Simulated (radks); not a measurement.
Results of a calculation; reference values are marked as such.
Orbital eigenvalues (eV) of neutral bismuth, [Hg] 6p3, at several levels of relativity; Dirac values are averaged over j with weights 2j + 1. Spin-unpolarised spherical Kohn-Sham, BLYP, point nucleus unless stated (finite: rms radius 5.5211 fm), a radial shooting solver on a logarithmic mesh with Libxc functionals. A level marked "c x" has the speed of light scaled by that factor and shares open shells by 2j + 1; other Dirac levels either fill j = l - 1/2 first or share by 2j + 1.

| shell | non-rel. | scalar-rel. | scalar-rel., finite nucleus | Dirac, 2j+1 shares, finite nucleus | change of magnitude, last against first (%) |
|---|---|---|---|---|---|
| 3s | -3283.6 | -3933.2 | -3930.7 | -3919.2 | +19.36 |
| 3p | -3045.1 | -3259.4 | -3259.5 | -3287.0 | +7.95 |
| 3d | -2599.6 | -2583.6 | -2583.7 | -2576.3 | -0.90 |
| 4s | -737.38 | -902.37 | -901.72 | -898.92 | +21.91 |
| 4p | -632.12 | -681.68 | -681.72 | -688.93 | +8.99 |
| 4d | -437.51 | -429.76 | -429.79 | -428.44 | -2.07 |
| 4f | -173.07 | -152.35 | -152.37 | -151.68 | -12.36 |
| 5s | -125.24 | -157.63 | -157.49 | -156.91 | +25.29 |
| 5p | -89.317 | -95.625 | -95.636 | -97.145 | +8.76 |
| 5d | -30.663 | -26.848 | -26.855 | -26.717 | -12.87 |
| 6s | -11.229 | -14.374 | -14.358 | -14.276 | +27.13 |
| 6p | -4.5887 | -4.4590 | -4.4605 | -4.6020 | +0.29 |
